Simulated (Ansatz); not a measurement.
Computed with Ansatz on PBE0-D4/def2-TZVP structures; ΔE is electronic, products minus reactants. CBS: MP2 limit from def2 TZ/QZ plus the TZ coupled-cluster correction, frozen cores. This one scheme is used for every species. DFT in def2-TZVPP. HSE06 is defined as in plane-wave codes. For Ga outer-core shells are correlated without core-valence functions, which leaves a few kJ/mol of doubt a bond. Scalar relativity is left out up to krypton. One conformer a species, not always the lowest.

Reaction (cleavage of the Ga–Si bond): `[CH3][AlH][SiH2][GaH2]` + `N=CO` → `O/C=[N]/[GaH2]` + `[CH3][AlH][SiH3]`

Q: Is it downhill or uphill in electronic energy at CCSD(T)/CBS, and by how much? (Best estimate.)

A: The calculation gave: Downhill: ΔE = -5.2 kJ/mol.

Q: What do these levels give: B97M-V, BHLYP-D4, BLYP, HSE06, LC-ωPBE, RPA@PBE/def2-TZVPP, MP2/def2-SVP, HF/def2-TZVPP, MP2/def2-TZVPP, CCSD(T)/def2-TZVPP, HF/def2-QZVPP, MP2/CBS(def2)? (Estimate.)

A: Computed: B97M-V 0.2, BHLYP-D4 -7.5, BLYP -9.6, HSE06 4.5, LC-ωPBE -5.2, RPA@PBE/def2-TZVPP -9.2, MP2/def2-SVP -22.6, HF/def2-TZVPP -18.3, MP2/def2-TZVPP -14.0, CCSD(T)/def2-TZVPP -7.3, HF/def2-QZVPP -19.2, MP2/CBS(def2) -11.9 kJ/mol.

Largest T1 diagnostic among the species: 0.016.

Leaving LDA and LC-ωPBE aside and taking each functional with its dispersion term where it has one, the values, not all of them listed here, spread over 19.1 kJ/mol, from CAM-B3LYP-D4 to HSE06-D4. LDA lies −4.4 kJ/mol from PBE without D4. At CCSD(T), def2-SVP lies −11.5 kJ/mol from the extrapolated value and def2-TZVPP −2.1 kJ/mol. In def2-TZVPP, CCSD(T) changes the Hartree–Fock value by +11.0 kJ/mol (the triples alone add +0.6 kJ/mol) and MP2 by +4.2 kJ/mol.
